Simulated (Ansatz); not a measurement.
C2H6AlNO can be A, `O[CH]1C[NH][AlH]1`, or B, `[CH3][AlH][C](=N)O`.

Program: Ansatz. Geometries: PBE0-D4/def2-TZVP. ΔE: electronic, gas phase. CBS: MP2 limit from def2 TZ/QZ plus the TZ coupled-cluster correction, frozen cores. Functionals use def2-TZVPP. B3LYP here is the variant with VWN-RPA as its local correlation; programs differ in this. Each species was taken in one conformer, which may not be the lowest.

Q: Which isomer does CCSD(T)/CBS put lower? Give the gap. (Estimate.)

A: Ansatz gave: B, by 27.1 kJ/mol.

Q: Give E(B) − E(A) in kJ/mol with PBE-D4, r2SCAN-D4, B3LYP, B2PLYP, CCSD/def2-TZVPP, HF/def2-TZVPP, MP2/def2-TZVPP. (Estimate.)

A: Ansatz gave: PBE-D4 -32.1, r2SCAN-D4 -35.0, B3LYP -43.0, B2PLYP -37.4, CCSD/def2-TZVPP -28.4, HF/def2-TZVPP -49.2, MP2/def2-TZVPP -23.8. None reverses the order clearly.

Largest T1 diagnostic: 0.014.

In def2-TZVPP, CCSD(T) changes the Hartree–Fock value by +19.1 kJ/mol (the triples alone add −1.7 kJ/mol) and MP2 by +25.4 kJ/mol. The D4 term adds +3.6 kJ/mol with B3LYP and +1.6 kJ/mol with PBE0; it sums over pairs of atoms, weighted by their polarisabilities, and B3LYP, whose exchange is more repulsive, gets the larger term.
